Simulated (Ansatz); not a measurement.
A run for Ansatz (a first-principles code): R-CCSD(T)/aug-cc-pVDZ on C3H6O2 (a complex), monomers drawn apart or pushed together.

Ansatz 0.2 input:
```yaml
crystal:
  periodic: [false, false, false]
  atoms:
    - {symbol: O, position_ang: [0.37156839, 0.92968938, 0.38385986]}
    - {symbol: C, position_ang: [-0.01396512, -0.13057827, 0.11522625]}
    - {symbol: O, position_ang: [-0.39888459, -1.18956670, -0.15788720]}
    - {symbol: C, position_ang: [-0.21077025, -0.56457721, 4.87015404]}
    - {symbol: C, position_ang: [0.23676619, 0.80126308, 5.38257683]}
    - {symbol: H, position_ang: [-0.44860618, -1.24193160, 5.69266073]}
    - {symbol: H, position_ang: [0.56945200, -1.04219494, 4.27331570]}
    - {symbol: H, position_ang: [-1.10536639, -0.48447065, 4.24858089]}
    - {symbol: H, position_ang: [-0.54359825, 1.27318828, 5.98278553]}
    - {symbol: H, position_ang: [0.47418610, 1.47509329, 4.55783330]}
    - {symbol: H, position_ang: [1.12734290, 0.71604590, 6.00829893]}
basis:
  gaussian:
    orbitals: aug-cc-pVDZ
magnetization: {spin_polarized: false}
correlation: {method: ccsd_t, electrons: outside_noble_gas}
scf: {lower_state_search: off}
```

Q: What total energy does the run end on?

A: -267.7826 hartree (reference determinant -266.9003, T1 diagnostic 0.014).

Q: How many basis functions does it have, and what does it roughly cost on one machine?

A: 169 functions; roughly 100 core-seconds.
